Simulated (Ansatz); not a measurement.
Consider the hydrogenolysis of a Ge–C bond: `[CH3][Ge]([NH2])([NH2])[NH2]` + H₂ → `[NH2][GeH]([NH2])[NH2]` + CH₄.

Program: Ansatz. Geometries: PBE0-D4/def2-TZVP. ΔE: electronic, gas phase. CBS: MP2 limit from def2 TZ/QZ plus the TZ coupled-cluster correction, frozen cores. This one scheme is used for every species. DFT in def2-TZVPP. HSE06 is defined as in plane-wave codes. For Ge outer-core shells are correlated without core-valence functions, which leaves a few kJ/mol of doubt a bond. Scalar relativity is left out up to krypton. Each species was taken in one conformer, which may not be the lowest.

```csv
level,ΔE (kJ/mol)
revPBE-D4,-21.9
BLYP-D4,-26.8
BHLYP-D4,-33.5
B2PLYP,-32.6
PBE,-33.0
revPBE,-35.6
PBE0,-34.6
HSE06,-34.5
```

What does CCSD(T)/CBS give? (Best estimate.)

The calculation gave: -24.2 kJ/mol. The listed levels differ from it by 2.3, -2.6, -9.3, -8.4, -8.8, -11.4, -10.4, -10.3 kJ/mol.

Largest T1 diagnostic among the species: 0.010.

In def2-TZVPP, CCSD(T) changes the Hartree–Fock value by +26.5 kJ/mol (the triples alone add +4.4 kJ/mol) and MP2 by +32.2 kJ/mol. The D4 term adds +10.2 kJ/mol with B3LYP and +5.8 kJ/mol with PBE0; it sums over pairs of atoms, weighted by their polarisabilities, and B3LYP, whose exchange is more repulsive, gets the larger term. Leaving LDA and LC-ωPBE aside and taking each functional with its dispersion term where it has one, the values, not all of them listed here, spread over 16.6 kJ/mol, from B97M-V to revPBE-D4. LDA lies +4.6 kJ/mol from PBE without D4.

CCSD(T)/CBS has its own doubt, a few kJ/mol and more with outer-core shells, so smaller differences from it don't rank the levels.

B3LYP here is the variant with VWN-RPA as its local correlation; programs differ in this.
